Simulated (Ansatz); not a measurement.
Consider the redistribution: `C#CB(O)F` + `C[CH2][AlH][Br]` → `OB(F)Br` + `C#[C][AlH][CH2]C`.

Gas-phase electronic energies from Ansatz, PBE0-D4/def2-TZVP geometries. CBS: MP2 limit from def2 TZ/QZ plus the TZ coupled-cluster correction, frozen cores. Functionals use def2-TZVPP. For Br outer-core shells are correlated without core-valence functions, which leaves a few kJ/mol of doubt a bond. Scalar relativity is left out up to krypton. One conformer a species, not always the lowest.

| level | ΔE (kJ/mol) |
| --- | --- |
| PBE-D4 | 79.7 |
| r2SCAN | 81.2 |
| CCSD/def2-TZVPP | 79.8 |
| CCSD/CBS(def2) | 83.0 |

Question: What does CCSD(T)/CBS give? (An estimate is asked.)

Answer: Computed: +81.1 kJ/mol. The listed levels differ from it by -1.4, 0.1, -1.3, 1.9 kJ/mol.

Largest T1 diagnostic among the species: 0.014.

In def2-TZVPP, CCSD(T) changes the Hartree–Fock value by −10.5 kJ/mol (the triples alone add −1.9 kJ/mol) and MP2 by −10.4 kJ/mol.
